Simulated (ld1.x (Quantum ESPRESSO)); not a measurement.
Ranking TM potentials for sulfur

All share these settings but for the change named:

* Element: sulfur (S)
* Generator: ld1.x (Quantum ESPRESSO) 7.5
* Type: norm-conserving Troullier–Martins (Kleinman–Bylander form)
* Functional: PBEsol
* Relativity: non-relativistic
* Frozen core: [Ne]
* Valence charge: 6
* Reference configuration: 3s2 3p2.5 (charge +1.5)
* Partial waves: 3p (bound): rc 1.40 bohr; 3s (bound): rc 1.45 bohr
* Local potential: the s channel
* Core correction: a·sin(br)/r model core inside 1.05 bohr

Test errors are all-electron minus pseudo excitation energies from the reference, over 3s2 3p4; 3s2 3p3; 3s2 3p2; 3s2 3p4.3; 3s2 3p1; 3s2 3p0; 3s1 3p4. None of these files shows a bound ghost.

The base gives 101.8 meV.

Of 9 variants that were run, those that failed, showed a ghost or another fault, or gave nearly equal values are left out.

A variant can come out equal or close to the base, since the largest error may sit in a test that the change hardly touches while other tests move.

Task: Rank these variants by their largest absolute test error, smallest first.
A. core correction a·sin(br)/r model core inside 0.76 bohr
B. core correction a·sin(br)/r model core inside 1.22 bohr
C. core correction a·sin(br)/r model core inside 1.66 bohr

Result: B (95.9 meV), A (120.5 meV), C (143.0 meV).
